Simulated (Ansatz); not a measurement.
ReNO₃H₂⁻, that is ReO3(NH2) with one electron more. Total charge -1; doublet. Geometry r2SCAN-D4/def2-SVP, that of the neutral singlet; atoms count from 1.

Cartesian coordinates in Å:
```
Re -0.616 -0.348 0.231
O -1.776 0.830 0.683
O -1.237 -1.280 -1.062
O -0.246 -1.303 1.603
N 1.006 0.481 -0.373
H 1.161 0.758 -1.340
H 1.707 0.863 0.258
```

In the def2 sets Re takes a core potential; there is no spin–orbit coupling. The highest occupied level of the charge -1 doublet lies above zero (up to 1.07 eV). By energy differences its removal costs 0.99 eV (vertical, to the charge 0 singlet, at PBE0-D4/def2-TZVPD); a positive level beside a positive removal energy at the same level points to self-interaction error.

Problem. Estimate the Mulliken populations from the PBE0/def2-TZVPD orbitals of Ansatz.

Solution. 
| atom | charge (e) | spin (α − β) | d electrons |
| --- | --- | --- | --- |
| Re1 | 1.50 | 0.64 | 4.34 |
| O2 | -0.75 | 0.02 | – |
| O3 | -0.72 | 0.16 | – |
| O4 | -0.73 | 0.14 | – |
| N5 | -0.51 | -0.03 | – |
| H6 | 0.11 | 0.04 | – |
| H7 | 0.10 | 0.03 | – |
Mulliken values and Mayer orders depend strongly on the basis. With diffuse functions, as here, like atoms can get unlike values, and bond orders can come out too low or too high.

Problem. Where does the spin sit?

Solution. Summed by element: Re 0.64, O 0.32, N -0.03, H 0.07, of 1 unpaired in all. Largest on single atoms: Re1 0.64, O3 0.16, O4 0.14.

Problem. And the Mayer bond orders between bonded heavy atoms (over 0.3)?

Solution. Re1–O2 1.62 (1.71 Å); Re1–O3 1.56 (1.71 Å); Re1–O4 1.57 (1.71 Å); Re1–N5 1.03 (1.92 Å).
